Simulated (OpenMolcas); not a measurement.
Ir3+ with its 6 nearest oxide ions at 2.076 Å, on the Mg site of MgO (a = 4.2112 Å, distance in the model lattice 2.106 Å). The rest of the host is ab initio model potentials to 7.6 Å, with orthogonalisation functions on the cations behind the ligands, and point charges beyond; the distance is set by hand and nothing relaxes, and no local charge compensation is placed. Ligand basis ANO-RCC-VDZP.

* Program: OpenMolcas 26.06
* Method: CASSCF
* Basis: ANO-RCC-VDZP [7s6p4d2f]
* Scalar Hamiltonian: DKH2, point nucleus
* Active space: 6 electrons in 5 orbitals (5d)
* State averaging: 2S+1 = 5 even, 5 roots; 2S+1 = 3 even, 45 roots; 2S+1 = 1 even, 50 roots
* Spin-orbit coupling: state interaction with AMFI integrals over the reference wave functions

Task: What is the spin-free ground state (labels of O, the rotations of Oh)?

Result: 1A1, 1-fold in its orbital part; d6 allows 2S+1 = 5, so this is a state of lower spin.

Task: Where is the first state of the same spin?

Result: 1T1 at 30100 cm-1 above the ground state.

Task: What are the lowest two levels with spin-orbit coupling?

Result: A 1-fold level, then a 2-fold level 23219 cm-1 above it. Their leading multiplicities are 1 (91 %) and 3 (94 %).

Task: What is χT at 300 K, and how does it compare with the textbook value?

Result: The lowest level has 2S+1 = 1, for which the spin-only value is χT = S(S+1) / 2 = 0.000 cm3 K/mol (g = 2). The computed 0.015 at 300 K differs by +0.015, through orbital momentum, spin-orbit coupling and any other state in reach.

Task: Which ligand-field parameters describe the states?

Result: A least-squares ligand-field fit to the states below 45000 cm-1, each weighted by its degeneracy and with a free common offset, gives 10Dq = 31293 cm-1, B = 678 cm-1 and C = 2353 cm-1 (C/B = 3.47), with an rms deviation of 236 cm-1. The same method and metal basis give the free ion B = 862 cm-1 (fit to its terms below 60000 cm-1, rms deviation 23 cm-1), so the nephelauxetic ratio is β = 678 / 862 = 0.79; it hangs on how both fits weigh the states, and computed free-ion B values tend to be too large, so β mixes covalency with correlation.

Without dynamic correlation the repulsion within the d shell is too large (B by tens of per cent), so at a given field states of lower spin stand too high. The least metal-like active orbital is 70 % on the metal (Löwdin) and no ligand orbital is active, so the numbers are rough. With metal d orbitals alone the field can be off either way by tens of per cent. Ligand-to-metal charge-transfer states are missing. With no ligand orbital active B as a rule stays too high, so bands that hang on it stand too high and its fall with covalency is understated. No measured value stands beside these numbers; the geometry was set by hand and not optimised.
